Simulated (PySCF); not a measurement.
Me3SiCl, C₃H₉ClSi.
Z-matrix (Å and degrees, GFN2-xTB geometry), rows numbered from 1:
```
C 
Si  1  1.9050
C   2  1.9051  1  110.72
C   2  1.9050  1  110.76  3  -123.23
Cl  2  2.0449  1  108.15  3   118.33
H   1  1.0857  2  111.28  3    61.56
H   1  1.0865  2  111.37  3  -178.28
H   1  1.0864  2  111.27  3   -58.44
H   3  1.0864  2  111.31  1   178.14
H   3  1.0857  2  111.29  1   -61.77
H   3  1.0864  2  111.31  1    58.34
H   4  1.0857  2  111.27  1    61.41
H   4  1.0864  2  111.34  1   -58.63
H   4  1.0864  2  111.35  1  -178.49
```

Computed, not measured: TDDFT CAM-B3LYP/def2-SVPD, vertical, gas phase, core orbitals frozen in the response (PySCF 2.14.0, density-fitted response routines).

Task: Predict the UV-vis stick spectrum at this level.

Result: 

| state | E (eV) | λ (nm) | ν̃ (cm⁻¹) | f | symmetry | main configurations (H = HOMO, L = LUMO) |
| --- | --- | --- | --- | --- | --- | --- |
| S1 | 8.00 | 154.9 | 64560 | 0.112 | E | H-1/H→L (≥90%) |
| S2 | 8.01 | 154.9 | 64570 | 0.112 | E | H-1/H→L (≥90%) |
| S3 | 8.38 | 148.0 | 67550 | 0.0001 | – | H-1/H→L+1 (≥74%) |
| S4 | 8.38 | 148.0 | 67560 | 0.0001 | – | H-1/H→L+1 (≥74%) |
| S5 | 9.05 | 137.0 | 72980 | 0.020 | E | H-1/H→L+2 (≥30%), H-1/H→L+3 (≥23%), H-3/H-2→L (≥9%) |
| S6 | 9.05 | 137.0 | 72980 | 0.020 | E | H-1/H→L+3 (≥27%), H-1/H→L+2 (≥26%), H-3/H-2→L (≥9%) |
| S7 | 9.06 | 136.9 | 73050 | 0.056 | A1 | H-1/H→L+2 (≥41%), H-1/H→L+3 (≥32%) |

Triplets, Tamm–Dancoff:

```tsv
state	E (eV)	λ (nm)	main configurations (H = HOMO, L = LUMO)
T1	7.79	159.1	H-1/H→L (≥73%), H-1/H→L+1 (≥10%)
T2	7.79	159.1	H-1/H→L (≥73%), H-1/H→L+1 (≥10%)
```

The lowest singlet level (S1/S2) comes at 155 nm (772 kJ/mol) in the vacuum ultraviolet; it is strong. The lowest level is also the most intense of those listed (f = 0.224 summed). S1/S2, S3/S4 and S5/S6/S7 lie within about 0.01 eV of each other in each set; the point group C3v has degenerate representations, and within a degenerate level the listed configurations can mix freely. Löwdin shares by element: HOMO (one of a set within 0.03 eV) chlorine 39%, carbon 34% or more, silicon 15%; LUMO silicon 20%, carbon 19% or more, chlorine 11% (atoms not listed hold the other 50%). The listed states span 1.05 eV, and the widest gap between neighbours is 0.67 eV (S4 to S5). Of the 7 states listed, 5 reach f = 0.01 and 2 stay under 0.0005. Weighted by f, the mean energy of these states is 8.32 eV. Symmetry labels in C3v follow from the direction of the transition dipole and are given only for states with f of 0.002 or more. Orbitals of the list HOMO-3 to LUMO+2 that lie within 0.01 eV of each other are written together with a slash and their weights summed (≥ marks a lower bound); for degenerate orbitals outside that list single weights are arbitrary. The window holds the lowest 8 singlets. The highest level found (9.09 eV, f 0.0000 so far) is left out, since the window may have cut off a degenerate partner.

Hardware: one thread, Arm Neoverse V2, shared host. Cost: 28 s of wall time.
